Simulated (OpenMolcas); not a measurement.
# Cl+: effect of correlating more closed shells

```
Program             : OpenMolcas 26.06
Basis               : ANO-RCC [8s7p5d4f2g]
Scalar Hamiltonian  : DKH2, point nucleus
Active space        : 6 electrons in 9 orbitals (RAS2 3s 3p; RAS3 3d, at most 2 electrons)
State averaging     : 2S+1 = 3 even, 3 roots; 2S+1 = 1 even, 6 roots; 2S+1 = 3 odd, 3 roots; 2S+1 = 1 odd, 3 roots
Spin-orbit coupling : RASSI with atomic mean-field integrals over the reference wave functions, term energies averaged over their components
```

Methods on the same reference wave functions:
A. RASSCF
B. SS-RASPT2, IPEA 0.25 Eh, imaginary shift 0.1 Eh (closed shells correlated: none)
C. SS-RASPT2, IPEA 0.25 Eh, imaginary shift 0.1 Eh (closed shells correlated: 2s 2p)

Energies in cm-1 above 3s2 3p4 3P2, the measured ground level; measured values from NIST Handbook of Basic Atomic Spectroscopic Data.

```tsv
Level	A	B	C	Measured
3s2 3p4 3P2	0.0	0.0	0.0	0.0
3s2 3p4 3P1	625	627	628	696
3s2 3p4 3P0	906	906	906	996
3s2 3p4 1D2	13459	11760	11660	11654
3s2 3p4 1S0	29508	27980	27860	27878
3s 3p5 3P* 2	94484	94710	95090	93368
3s 3p5 3P* 1	95057	95290	95670	94000
3s 3p5 3P* 0	95349	95580	95960	94334
```

Deviations, from unrounded energies. A percentage is the sum of absolute deviations over the sum of measured energies, with the sign that they share, or ± where signs differ.

```tsv
Against measurement	Levels	A	B	C
mean absolute deviation (cm-1)	7	970	610	740
fine structure of the ground term (%)	2	-9.5	-9.4	-9.4
other terms of the ground configuration (%)	2	+8.7	+0.5	±0.0
other configurations (%)	3	+1.1	+1.4	+1.8
```

B lies closest to measurement on these levels and A furthest from it. The largest miss of B in the table is 3s 3p5 3P* 2, by +1300 cm-1. The ranking rests on the paired levels alone, and a cruder setting can come out closer through cancelling errors.

Between B and C the level of the table that moves most is 3s 3p5 3P* 0, by 380 cm-1 (lowest in B, highest in C). Moves below CASPT2's spread within the term are not significant.

From A to B the spin-free energies of the other terms of 3s2 3p4 shown, above 3P, scale by factors of 0.87 to 0.95.

The lowest spin-free term lies below A's lowest term by 0.067 hartree in B, 0.231 hartree in C.

What an inner shell adds also hangs on whether the basis holds functions to correlate it.

CASPT2 does not keep the components of a term degenerate, so their means are used; among the terms shown or strongly mixed into the levels shown the widest spread is 34 cm-1 (3s2 3p4 1D, C). The run also gave levels led by 3s2 3p3 3d, which use shells meant for correlation; these and all levels above them are left out. Some terms mix strongly with configurations of 3d, whose occupation reaches 0.28 (3s 3p5 3P*). Without dynamic correlation excited terms often stand tens of per cent too high (terms of higher spin than the ground term too low), and those without a measured partner can miss by more than the paired ones (holds for A). Computed and measured levels are paired by configuration, term and J; levels that our copy of the source lacks, or whose pairing is in doubt (as where it misses far off the trend of its configuration), stay unpaired and out of the deviations. Only configurations of the active space appear. Levels that lie high or do not pair safely by name in every column are left out.

* marks odd parity.
